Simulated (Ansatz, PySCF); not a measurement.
C2H8FNSi2, SMILES C[Si@H]1CN[Si@H]1F. Atoms are numbered in the order given.

```xyz
14

C      2.4501    -0.7588    -0.1519
Si     0.8827    -0.0092    -0.8820
C     -0.6095    -1.2247    -1.1044
N     -1.5844    -0.4610    -0.2973
Si    -0.7828     0.8459     0.5014
F     -0.5628     0.6366     2.1179
H      2.9151    -1.4702    -0.8543
H      2.2174    -1.2923     0.7831
H      3.1900     0.0252     0.0769
H      1.1858     0.7356    -2.1383
H     -0.9325    -1.3377    -2.1558
H     -0.4112    -2.2375    -0.7034
H     -2.5370    -0.8143    -0.2253
H     -1.4834     2.1552     0.4325
```
Charge 0, spin multiplicity 1.

Coordinates come from a TPSSh-D3(BJ)/def2-SVP optimisation. The structure was generated by enumeration; whether it is a known compound was not checked.

Two levels are set side by side: PBE-D3(BJ)/def2-SVP (Ansatz, a quantum-chemistry and plane-wave program) and TPSSh-D3(BJ)/def2-SVP (PySCF). Each level has its own optimised geometry; the coordinates shown are those of the second. Frequencies come from the Hessian of PySCF at each geometry. Differences are taken from unrounded values.

```json
[
 {"quantity": "mean bond length (Å)", "TPSSh-D3(BJ)": "1.466", "PBE-D3(BJ)": "1.474", "PBE-D3(BJ) minus TPSSh-D3(BJ)": "0.008"},
 {"quantity": "bond C1–Si2 (Å)", "TPSSh-D3(BJ)": "1.885", "PBE-D3(BJ)": "1.889", "PBE-D3(BJ) minus TPSSh-D3(BJ)": "0.004"},
 {"quantity": "bond Si2–C3 (Å)", "TPSSh-D3(BJ)": "1.937", "PBE-D3(BJ)": "1.945", "PBE-D3(BJ) minus TPSSh-D3(BJ)": "0.008"},
 {"quantity": "bond Si2–Si5 (Å)", "TPSSh-D3(BJ)": "2.328", "PBE-D3(BJ)": "2.340", "PBE-D3(BJ) minus TPSSh-D3(BJ)": "0.012"},
 {"quantity": "bond C3–N4 (Å)", "TPSSh-D3(BJ)": "1.478", "PBE-D3(BJ)": "1.474", "PBE-D3(BJ) minus TPSSh-D3(BJ)": "-0.004"},
 {"quantity": "bond N4–Si5 (Å)", "TPSSh-D3(BJ)": "1.729", "PBE-D3(BJ)": "1.739", "PBE-D3(BJ) minus TPSSh-D3(BJ)": "0.011"},
 {"quantity": "bond Si5–F6 (Å)", "TPSSh-D3(BJ)": "1.645", "PBE-D3(BJ)": "1.655", "PBE-D3(BJ) minus TPSSh-D3(BJ)": "0.011"},
 {"quantity": "bond C1–H7 (Å)", "TPSSh-D3(BJ)": "1.103", "PBE-D3(BJ)": "1.109", "PBE-D3(BJ) minus TPSSh-D3(BJ)": "0.007"},
 {"quantity": "bond C1–H8 (Å)", "TPSSh-D3(BJ)": "1.101", "PBE-D3(BJ)": "1.108", "PBE-D3(BJ) minus TPSSh-D3(BJ)": "0.007"},
 {"quantity": "bond C1–H9 (Å)", "TPSSh-D3(BJ)": "1.102", "PBE-D3(BJ)": "1.109", "PBE-D3(BJ) minus TPSSh-D3(BJ)": "0.007"},
 {"quantity": "bond Si2–H10 (Å)", "TPSSh-D3(BJ)": "1.492", "PBE-D3(BJ)": "1.508", "PBE-D3(BJ) minus TPSSh-D3(BJ)": "0.016"},
 {"quantity": "bond C3–H11 (Å)", "TPSSh-D3(BJ)": "1.106", "PBE-D3(BJ)": "1.114", "PBE-D3(BJ) minus TPSSh-D3(BJ)": "0.008"},
 {"quantity": "bond C3–H12 (Å)", "TPSSh-D3(BJ)": "1.107", "PBE-D3(BJ)": "1.116", "PBE-D3(BJ) minus TPSSh-D3(BJ)": "0.009"},
 {"quantity": "bond N4–H13 (Å)", "TPSSh-D3(BJ)": "1.019", "PBE-D3(BJ)": "1.024", "PBE-D3(BJ) minus TPSSh-D3(BJ)": "0.006"},
 {"quantity": "bond Si5–H14 (Å)", "TPSSh-D3(BJ)": "1.487", "PBE-D3(BJ)": "1.504", "PBE-D3(BJ) minus TPSSh-D3(BJ)": "0.018"},
 {"quantity": "highest harmonic wavenumber (cm⁻¹)", "TPSSh-D3(BJ)": "3550", "PBE-D3(BJ)": "3489", "PBE-D3(BJ) minus TPSSh-D3(BJ)": "-61"},
 {"quantity": "mean harmonic wavenumber (cm⁻¹)", "TPSSh-D3(BJ)": "1240", "PBE-D3(BJ)": "1203", "PBE-D3(BJ) minus TPSSh-D3(BJ)": "-37"},
 {"quantity": "zero-point energy (kcal/mol)", "TPSSh-D3(BJ)": "63.82", "PBE-D3(BJ)": "61.90", "PBE-D3(BJ) minus TPSSh-D3(BJ)": "-1.92"}
]
```

GGA bonds tend to be longer and softer than those of functionals with exact exchange. Differences between two approximate levels are no errors against the true value.
